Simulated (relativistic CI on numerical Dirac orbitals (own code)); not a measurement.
# Calculated levels, Os5+

Computed by Dirac-Coulomb-Breit CI, orbitals from a KLI potential per configuration, QED by a radiative potential, valence Slater integrals scaled by 0.9, configuration energies shifted to the measured levels that pair with them (semi-empirical) (own radial code, finite nucleus).

Configurations in the expansion (outside the closed core [Kr] 4d10): 4f14.5s2.5p6.5d3, 4f14.5s2.5p6.5d2.6s, 4f14.5s2.5p6.5d2.6p, 4f14.5s2.5p6.5d2.5f, 4f14.5s2.5p6.5d.6s2, 4f14.5s2.5p6.5d2.5g, 4f14.5s2.5p5.5d4, 4f14.5s2.5p6.5d.5f2, 4f14.5s2.5p6.5d.6s.6p, 4f14.5s2.5p6.5d2.6d, 4f14.5s2.5p6.5d2.7s, 4f14.5s2.5p6.5d2.7p, 4f14.5s2.5p4.5d5, 4f14.5s2.5p6.5d2.6f, 4f14.5s2.5p6.5d.5g2, 4f14.5s2.5p6.5d2.7d, 4f14.5s2.5p6.5d.6p2, 4f14.5s2.5p6.5d.6s.6d, 4f14.5s2.5p6.5d.5f.6s, 4f14.5s2.5p5.5d3.5f, 4f12.5s2.5p6.5d5, 4f14.5s2.5p6.5d2.7f, 4f13.5s2.5p6.5d4, 4f14.5s.5p6.5d4, 4f14.5s2.5p5.5d3.5g, 4f14.5s2.5p6.5d.6p.6d, 4f14.5s2.5p6.5d.5f.6p, 4f14.5s2.5p6.5d.5f.5g, 4f13.5s2.5p6.5d3.6s, 4f14.5s2.5p5.5d3.6s. Levels of other configurations are missing.

The lowest level is 4f14.5s2.5p6.5d3 4F_3/2, with 81 % of that term; Hund's rules for 4f14.5s2.5p6.5d3 give 4F with J = 3/2, in agreement.

```tsv
No.	Configuration	Term	J	E (eV)	%	Next component (%)	Lifetime (s)
1	4f14.5s2.5p6.5d3	4F	3/2	0.0000	81	15 2D	
2	4f14.5s2.5p6.5d3	4F	5/2	0.7544	93	5 2D	1.20e-01
3	4f14.5s2.5p6.5d3	4F	7/2	1.3679	85	12 2G	2.31e-01
4	4f14.5s2.5p6.5d3	4P	3/2	1.7692	45	34 2P	7.18e-02
5	4f14.5s2.5p6.5d3	4F	9/2	1.7881	60	30 2G	1.32e+00
6	4f14.5s2.5p6.5d3	4P	1/2	2.0569	68	30 2P	3.00e-01
7	4f14.5s2.5p6.5d3	2G	7/2	2.8086	82	13 4F	3.08e-02
8	4f14.5s2.5p6.5d3	2H	9/2	2.9752	55	30 4F	4.51e-02
9	4f14.5s2.5p6.5d3	4P	5/2	3.0140	88	9 2D	8.23e-02
10	4f14.5s2.5p6.5d3	2D	3/2	3.3525	44	41 4P	1.55e-02
11	4f14.5s2.5p6.5d3	2P	1/2	3.4936	67	31 4P	3.47e-02
12	4f14.5s2.5p6.5d3	2H	11/2	4.0234	99	1 4f14.5s2.5p5.5d3.5f 2H	9.54e-02
13	4f14.5s2.5p6.5d3	2D	5/2	4.1542	87	6 4P	2.80e-02
14	4f14.5s2.5p6.5d3	2G	9/2	4.5239	55	35 2H	1.97e-02
15	4f14.5s2.5p6.5d3	2P	3/2	4.8188	55	30 2D	1.63e-02
16	4f14.5s2.5p6.5d3	2F	5/2	4.9270	83	12 2D	4.72e-02
17	4f14.5s2.5p6.5d3	2F	7/2	5.0196	93	4 2G	4.45e-02
18	4f14.5s2.5p6.5d3	2D	3/2	7.3292	97	1 4f14.5s2.5p4.5d5 2D	1.10e-02
19	4f14.5s2.5p6.5d3	2D	5/2	7.4206	83	12 2F	7.22e-03
20	4f14.5s2.5p6.5d2.6s	4F	3/2	12.1553	92	7 2D	2.89e-04
21	4f14.5s2.5p6.5d2.6s	4F	5/2	12.5180	80	11 2F	2.48e-04
22	4f14.5s2.5p6.5d2.6s	4F	7/2	13.3776	95	5 2F	2.45e-04
23	4f14.5s2.5p6.5d2.6s	2F	5/2	14.1246	60	19 4F	1.74e-04
24	4f14.5s2.5p6.5d2.6s	4F	9/2	14.1734	92	8 2G	2.30e-04
25	4f14.5s2.5p6.5d2.6s	4P	1/2	14.2889	91	6 2S	1.64e-04
26	4f14.5s2.5p6.5d2.6s	4P	3/2	14.7411	86	12 2D	1.70e-04
27	4f14.5s2.5p6.5d2.6s	4P	5/2	14.7949	54	23 2F	1.65e-04
28	4f14.5s2.5p6.5d2.6s	2F	7/2	15.2822	68	29 2G	1.59e-04
29	4f14.5s2.5p6.5d2.6s	2D	3/2	15.3323	61	20 2P	1.75e-04
30	4f14.5s2.5p6.5d2.6s	2P	1/2	16.1052	91	4 4P	1.48e-04
31	4f14.5s2.5p6.5d2.6s	2G	9/2	16.2314	91	8 4F	1.71e-04
32	4f14.5s2.5p6.5d2.6s	2D	5/2	16.2809	55	39 4P	1.63e-04
33	4f14.5s2.5p6.5d2.6s	2G	7/2	16.4518	70	26 2F	1.65e-04
34	4f14.5s2.5p6.5d2.6s	2P	3/2	17.1645	77	18 2D	1.47e-04
35	4f14.5s2.5p6.5d2.6s	2S	1/2	19.5991	91	4 2P	1.15e-04
36	4f14.5s2.5p6.5d2.6p	4G°	5/2	21.1543	62	31 2F°	4.80e-10
37	4f14.5s2.5p6.5d2.6p	4F°	3/2	21.7867	50	35 2D°	1.45e-10
38	4f14.5s2.5p6.5d2.6p	4G°	7/2	22.5584	71	12 2F°	3.31e-10
39	4f14.5s2.5p6.5d2.6p	4F°	5/2	22.7269	44	24 2D°	1.67e-10
40	4f14.5s2.5p6.5d2.6p	4D°	1/2	23.2231	58	19 2P°	1.24e-10
41	4f14.5s2.5p6.5d2.6p	4G°	9/2	23.5957	37	29 2G°	2.22e-10
42	4f14.5s2.5p6.5d2.6p	4D°	3/2	23.6802	33	25 2D°	1.49e-10
43	4f14.5s2.5p6.5d2.6p	2D°	5/2	23.7193	23	22 4G°	2.11e-10
44	4f14.5s2.5p6.5d2.6p	4D°	7/2	23.7607	35	32 4F°	1.39e-10
45	4f14.5s2.5p6.5d2.6p	2S°	1/2	23.8101	41	30 4P°	1.48e-10
```

Energies count from the lowest computed level; ° marks odd parity; lifetimes are radiative, by E1, M1, E2 decay to levels of this space only.

The mean weight of the leading LS term, summed over parents, in these 45 levels is 70 %, and that of the leading jj configuration (from the same eigenvectors) 76 %.

Configurations whose levels could be paired with our table of measured levels were shifted onto them, all but the ground configuration, by the median error of their levels; single terms can still be off by 1,000 to 2,000 cm⁻¹ or more, and rates follow the energies as ν³ (E1, M1) or ν⁵ (E2). The others borrow a shift and can be off by several thousand cm⁻¹ or more. Levels and lines within the n = 5 or 6 shells can be off by up to 10 % or somewhat more, and those that change n by about 2 %, since core polarisation is missing. 33 of the 69 excited levels that our extract of the measured tables holds in this range could be paired (the sources list more); they are missed by 415 cm⁻¹ on average and 1390 at most, after the shifts were fitted to these levels, and levels without a partner can miss by more. Some levels of the ground configuration have no partner and can miss by 10 % or more.

LS names give the leading component of a level, which can be under half, so a name can repeat, a term be missing and a line seem to break the LS rules.
